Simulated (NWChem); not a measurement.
[F][Ru]([F])([F])([F])([F])[F] (RuF6, triplet), optimised at PBE0/def2-SVP with NWChem:

highest occupied level (eV): -11.29
lowest empty minus highest occupied level, either spin (eV): 2.57
dipole (D): 0.00

Spin-unrestricted. One or both are not confirmed as a minimum by frequencies. def2 effective core potentials on Ru, Pt; no spin-orbit coupling.

**Question.** One Ru atom is replaced by Pt, giving [F][Pt]([F])([F])([F])([F])[F] (PtF6, triplet), optimised at the same level. How do these values move?

**Answer.** 
```tsv
quantity	new value	change
highest occupied level (eV)	-11.17	+0.12
lowest empty minus highest occupied level, either spin (eV)	2.42	-0.15
dipole (D)	0.00	0.00
```
